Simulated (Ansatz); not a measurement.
Level of theory: Ansatz (an electronic-structure program) with frozen-core CCSD(T)/cc-pVTZ // PBE0-D3(BJ)/def2-TZVP. The restricted HF reference is unstable towards unrestricted orbitals.

Ansatz 0.2 input:
```yaml
crystal:
  periodic: [false, false, false]
  atoms:
    - { symbol: S, position_ang: [2.195612, -1.10021, -0.206118] }
    - { symbol: C, position_ang: [0.778119, -0.389914, -0.072984] }
    - { symbol: C, position_ang: [0.014846, 0.846907, 0.052124] }
    - { symbol: C, position_ang: [-0.672717, -0.517251, 0.00962] }
    - { symbol: H, position_ang: [0.053844, 1.376166, 0.999121] }
    - { symbol: H, position_ang: [-0.059584, 1.490071, -0.819214] }
    - { symbol: H, position_ang: [-1.211807, -0.795996, -0.890444] }
    - { symbol: H, position_ang: [-1.098315, -0.909774, 0.927895] }
basis:
  gaussian: { orbitals: cc-pVTZ }
correlation:
  method: ccsd_t
```

Output:

```
Functional definition: HF
1021 factors; integrals over basis functions are off by at most 9.9e-4 eV
mean field evaluation 1: about -13969.1892 eV, gradient 2.6e1 eV
mean field evaluation 2: about -13969.4295 eV, gradient 2.6e1 eV
mean field evaluation 4: about -13971.4583 eV, gradient 3.5e0 eV
mean field evaluation 8: about -13971.5060 eV, gradient 3.9e-1 eV
mean field evaluation 16: about -13969.1903 eV, gradient 2.6e1 eV
mean field -13971.50686395 eV, -513.4434070225 hartree, gradient 4.7e-6 eV, S^2 0.000000; 0 other end points of the search recorded, 0 dependent functions left out; unrestricted orbitals would lower it
8 core orbitals not correlated
reference -13971.50686395 eV, -513.4434070225 hartree; 11, 11 occupied and 161, 161 virtual orbitals, 1021 factors
second order -17.86740495 eV of doubles, -0.00000000 eV of singles
cycle   1  -18.13716991 eV  change   -2.7e-1 eV  update   1.1e-1
cycle   2  -18.63113636 eV  change   -4.9e-1 eV  update   3.3e-2
cycle   3  -18.75404217 eV  change   -1.2e-1 eV  update   1.9e-2
cycle   4  -18.74523620 eV  change    8.8e-3 eV  update   5.8e-3
cycle   5  -18.74514823 eV  change    8.8e-5 eV  update   3.0e-3
cycle   6  -18.74552107 eV  change   -3.7e-4 eV  update   8.6e-4
cycle   7  -18.74526755 eV  change    2.5e-4 eV  update   3.1e-4
cycle   8  -18.74535556 eV  change   -8.8e-5 eV  update   9.2e-5
cycle   9  -18.74539836 eV  change   -4.3e-5 eV  update   2.7e-5
cycle  10  -18.74538850 eV  change    9.9e-6 eV  update   9.8e-6
perturbative correction -0.94530619 eV, -0.0347393618 hartree
Total energy: -13991.19755864 eV, -514.1670267057 hartree
```

Cost: around 24 core-seconds (rough).
